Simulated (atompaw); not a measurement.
# Before and after: PAW (atompaw) potential for aluminium

| Item | Value |
| --- | --- |
| Element | Al |
| Generator | atompaw 4.2.0.5 |
| Type | PAW |
| Functional | PBE |
| Relativity | non-relativistic |
| Frozen core | [Ne] |
| Valence charge | 3 |
| Reference configuration | 3s2 3p1 |
| Partial waves | 3s (bound): rc 1.80 bohr; 3s channel at 0.45 Ry: rc 1.80 bohr; 3p (bound): rc 2.45 bohr; 3p channel at 2.9 Ry: rc 2.45 bohr; 3d channel at 0.25 Ry: rc 2.45 bohr; 3d channel at 1.45 Ry: rc 2.45 bohr |
| Local potential | bessel scheme, radius 1.60 bohr |
| Core correction | smooth core density matched at 1.70 bohr |
| Augmentation charge | sinc compensation charge, radius 2.40 bohr; PAW radius 2.45 bohr; waves and projectors: custom polynom vanderbiltortho |

Change: wave 3s channel at 0.45 Ry: rc 1.80 bohr becomes 3s channel at 1.45 Ry: rc 1.80 bohr.

Cutoffs: the cutoffs (Ry, on a coarse ladder) from which the occupation-weighted sum of valence levels, in a spherical-Bessel basis at the reference potential, stays within 10 and 1 mRy of its value at 400 Ry; they do not see the model core or the augmentation charge, which bear on the density cutoff.

Question: What does the change do?

Answer: The potential gets softer (15 Ry and 18 Ry → 6 Ry and 18 Ry); both files keep a bound ghost (s).

```csv
quantity,base,changed
"cutoff, loose",15 Ry,6 Ry
"cutoff, tight",18 Ry,18 Ry
loose cutoff by channel (10 mRy a level),"s 15 Ry, p 6 Ry","s 6 Ry, p 6 Ry"
bound ghosts,s,s
s: phases at 2.45 bohr within 0.05 rad from the reference energy up to (Ry; the scan ends near 5),4.6,to the end of the scan
p: phases at 2.45 bohr within 0.05 rad from the reference energy up to (Ry; the scan ends near 5),4.9,4.9
d: phases at 2.45 bohr within 0.05 rad from the reference energy up to (Ry; the scan ends near 5),4.3,4.3
lowest overlap eigenvalue by channel,"s 0.35, p 0.74, d 0.97","s 0.28, p 0.74, d 0.97"
```

 A true bound ghost makes a file unfit for plane-wave use even where its test errors are small: the radial tests pick states by their node count and pass the ghost by. The cutoffs see the waves, projectors and local potential, not the compensation charge or the core.
